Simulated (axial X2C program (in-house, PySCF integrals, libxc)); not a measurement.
**NaBr⁺: from the spin-free to the two-component result**

All values were computed with an in-house all-electron X2C program for linear molecules (integrals from PySCF). Spin-free means the one-electron spin-free X2C Hamiltonian; two-component (2c) means X2C with spin–orbit coupling and atomic mean-field two-electron Coulomb and Gaunt terms, so the difference of the two also holds small scalar two-electron terms. Basis: Br dyall-cv3z [8s9p6d4f1g], Na dyall-cv3z [9s8p5d2f] (cores contracted in-house); Gaussian nuclei, density fitting, unrestricted open shells. Masses: Br 78.918 u, Na 22.990 u.

Spin-free state: M_S = 1/2, Λ = 1 (beyond evenly filled blocks: π+α, π+β, π-α); fragments Br + Na+.

```csv
level,Re (Å),ωe (cm⁻¹),De (eV),μ (D)
PBE0,2.899,145.6,0.347,9.00
HF,2.973,131.5,0.203,9.51
MP2,2.916,141.3,0.361,n/a
CCSD,2.927,140.1,0.359,n/a
CCSD(T),2.916,141.6,0.341,n/a
TPSSh,2.917,142.7,0.290,9.07
```

Correlated methods: 15 electrons correlated (number of frozen shells: Br 3 s, 2 p, 1 d; Na 1 s), 235 virtual spin orbitals or spinors in MP2, 90 natural virtuals in coupled cluster.

Dipoles are positive if Na is the positive end and refer to the centre of mass.

Problem. Within this multiplet, which Ω should lie lowest by the rule for regular and inverted multiplets?

Solution. The open π shell holds three electrons, one hole, so the multiplet is inverted: Ω = Λ + 1/2 = 3/2. The PBE0 2c search agrees.

Two-component determinant lowest at the distance of the search:

Ω = 3/2 (⟨Sz⟩ = 0.50, ⟨Lz⟩ = 1.00 at HF); fragments Br + Na+.

```
  level  Re (Å)  ωe (cm⁻¹)  De (eV)  μ (D)
   PBE0   2.899      145.7    0.401   9.00
     HF   2.973      131.7    0.193   9.51
    MP2   2.916      141.5    0.369    n/a
   CCSD   2.926      140.1    0.363    n/a
CCSD(T)   2.916      141.7    0.347    n/a
  TPSSh   2.917      142.8    0.394   9.06
```

Problem. From the two tables, how do the constants change at the CCSD(T) level (2c against spin-free)?

Solution. At the CCSD(T) level Re is unchanged within 0.001 Å and ωe is unchanged to within 0.2 cm⁻¹; De changes by 0.006 eV.

Occupations by symmetry block were frozen at the best pattern of an incomplete PBE0 search. Dissociation energies refer to the lowest single-determinant-based atoms at the same level and basis. Density functionals use the spin component along the axis (collinear). Coupled cluster ran in a truncated set of natural virtual spinors; the MP2 energy of the rest was added. (T) has no such correction and the atoms are truncated less, which lowers De at CCSD(T) by a hundredth of an eV or more. Other states lie close and PBE0, whose exact exchange favours high spin, may order them wrongly; the determinant shown need not be the ground state. The nearest other spin-free determinant of the search, M_S = 1/2, Λ = 0, lies 0.42 eV up at the distance of the search. The functionals have no current-density term, which raises determinants with orbital currents, atoms included. The atomic limit has a lower orbital projection than the molecule and lies lower at mean-field level, so De may be about a tenth of an eV too small.
